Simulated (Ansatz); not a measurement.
Mulliken charges of `F[SiH](F)Br` from ωB97M-V/def2-TZVPP in Ansatz (PBE0-D4/def2-TZVP geometry).

```
atom   x (Å)   y (Å)   z (Å)  charge (e)
  F1  -0.225  -0.396   1.532      -0.277
 Si2   0.124   0.003   0.046       0.726
  F3   0.210   1.577  -0.017      -0.277
 Br4  -1.477  -0.679  -1.272      -0.153
  H5   1.417  -0.578  -0.330      -0.020
```

Q: By hand: the dipole of these point charges (1 e Å = 4.8032 D).

A: Σ q r = (0.292, -0.210, -0.185) e Å, of length 0.404 e Å = 1.94 D.

Q: How does the dipole of the full density compare? (Best estimate.)

A: The calculation gave: (0.158, -0.130, -0.121) e Å, 1.14 D; the point charges give 1.70 times that, at 5° from its direction.

Point charges leave out the atoms' own dipoles, such as those of lone pairs, and Mulliken's split depends on the basis, so the two needn't agree.
